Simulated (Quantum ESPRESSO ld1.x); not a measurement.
Question: All-electron atom: B in [He] 2s2 5d1 (not the ground configuration). Calculated with ld1.x of Quantum ESPRESSO 7.5: scalar-relativistic Kohn-Sham, LDA (Slater exchange, Perdew-Zunger correlation), spin-polarised, spherical densities, point nucleus; open shells are filled with parallel spins first. Some entries of the table are withheld. Estimate them.

| orbital | occ. | eigenvalue (eV) | <r> (bohr) |
|---|---|---|---|
| 1s down | 1 | -190.435 | 0.3318 |
| 1s up | 1 | -190.434 | 0.3318 |
| 2s up | 1 | -18.1370 | (1) |
| 2s down | 1 | -18.1229 | (2) |
| 5d up | 1 | -0.4340 | 29.61 |
| 5d down | 0 | -0.3726 | 29.57 |

Answer: 
(1) 2s up <r> (bohr): 1.792
(2) 2s down <r> (bohr): 1.790
